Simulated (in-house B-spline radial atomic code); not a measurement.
Results of a calculation; reference values are marked as such.
## Two electrons in Si: a Gaussian well −V exp(−r²/w²) with V = 345 meV and w = 16.2 nm

For Si the NSM archive of the Ioffe Institute lists m_l = 0.98 m0, m_t = 0.19 m0 and ε = 11.7; the model takes one isotropic valley with the conductivity mass 3/(1/m_l + 2/m_t) = 0.26 m0, and so misses anisotropy and the other valleys. All triplets below are those of one valley; with several valleys two electrons can form a triplet in the 1s orbital itself, at an energy set by the valley splitting.

Effective-mass model with parabolic bands, a uniform dielectric constant, no image charges, no central-cell or spin-orbit terms. Two-electron levels come from full CI in B-splines with partial waves to l = 5 (up to 0.001 effective hartree above the limit).

Problem. What are the effective units, and what is the potential in them?

Solution. Ha* = 27211.386 meV × 0.26/11.7² = 51.68 meV and a* = 0.0529177 nm × 11.7/0.26 = 2.381 nm. V = 6.68 Ha* and w = 6.8 a*.

In these units the lowest s and p orbitals lie at -5.894169 and -5.384256, and their Coulomb and exchange integrals are J_ss = 0.570967, J_sp = 0.472081 and K_sp = 0.09358. Full CI gives -11.282390 for the ground singlet, -10.916785 for the sp triplet, -10.777594 for the sp singlet and -10.441239 for the lowest triplet of two s orbitals.

Problem. What does it cost to add the second electron, to first order and exactly?

Solution. To first order E = 2ε_s + J_ss = -11.217371, so the charging energy E(2) − 2E(1) is J_ss = 29.51 meV. CI gives -11.282390 − 2 × (-5.894169) = 0.505948, or 26.15 meV: relaxation and correlation lower it by 3.36 meV, 11.4 % of J_ss. The s² configuration of one-electron orbitals holds 95.2 % of the state, and the mean radius is 4.12 nm. The second electron is bound by ε_s − E = 278.5 meV, against 304.6 meV for the first.

Problem. How far above the singlet do the triplets lie?

Solution. To first order the sp triplet lies at ε_s + ε_p + J_sp − K_sp = -10.899920, which is 16.41 meV above 2ε_s + J_ss. CI gives -10.916785 − (-11.282390) = 0.365605, or 18.9 meV, 72 % of the orbital spacing of 26.35 meV. The ss triplet lies 43.47 meV up, so the lower of the two is the sp one, and its gap equals k_BT at 219 K. The sp singlet-triplet splitting is 7.194 meV, against 2K_sp = 9.673 meV.
